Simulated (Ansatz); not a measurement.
Start from `CC(C)[O][AlH2]` and change one atom or group to get `CC(C)F`.

Ansatz, PBE0-D4/def2-TZVP geometries, multiplicity 1. Each molecule was computed in one conformer, which needn't be the lowest.

```json
{"property": "zero-point energy (PBE0-D4/def2-TZVP) / kJ/mol", "`CC(C)[O][AlH2]`": "293.3"}
{"property": "size of the dipole moment (B3LYP/def2-TZVPP) / D", "`CC(C)[O][AlH2]`": "1.20"}
{"property": "LUMO energy (ωB97M-V/def2-TZVPP) / eV", "`CC(C)[O][AlH2]`": "0.67"}
{"property": "HOMO–LUMO gap (B3LYP/def2-TZVPP) / eV", "`CC(C)[O][AlH2]`": "6.51"}
{"property": "HOMO–LUMO gap (PBE0/def2-TZVPP) / eV", "`CC(C)[O][AlH2]`": "6.93"}
{"property": "HOMO energy (PBE/def2-TZVPP) / eV", "`CC(C)[O][AlH2]`": "-6.42"}
```

Question: Give the same properties after the change, and the shifts. (An estimate is asked.)

Answer: The calculation gave: 
```json
{"property": "zero-point energy (PBE0-D4/def2-TZVP) / kJ/mol", "`CC(C)F`": "251.8", "shift": "-41.5"}
{"property": "size of the dipole moment (B3LYP/def2-TZVPP) / D", "`CC(C)F`": "1.90", "shift": "0.70"}
{"property": "LUMO energy (ωB97M-V/def2-TZVPP) / eV", "`CC(C)F`": "2.69", "shift": "2.02"}
{"property": "HOMO–LUMO gap (B3LYP/def2-TZVPP) / eV", "`CC(C)F`": "9.88", "shift": "3.37"}
{"property": "HOMO–LUMO gap (PBE0/def2-TZVPP) / eV", "`CC(C)F`": "10.44", "shift": "3.51"}
{"property": "HOMO energy (PBE/def2-TZVPP) / eV", "`CC(C)F`": "-7.51", "shift": "-1.09"}
```

With PBE0 the HOMO falls by 1.35 eV and the LUMO rises by 2.17 eV, so the gap widens by about 3.52 eV. PBE moves the HOMO by -1.09 eV and ωB97M-V by -1.45 eV. The zero-point energy changes by -41.5 kJ/mol with -9 modes. Dipoles are sizes alone; their direction can turn.

B3LYP here is the variant with VWN-RPA as its local correlation; programs differ in this.
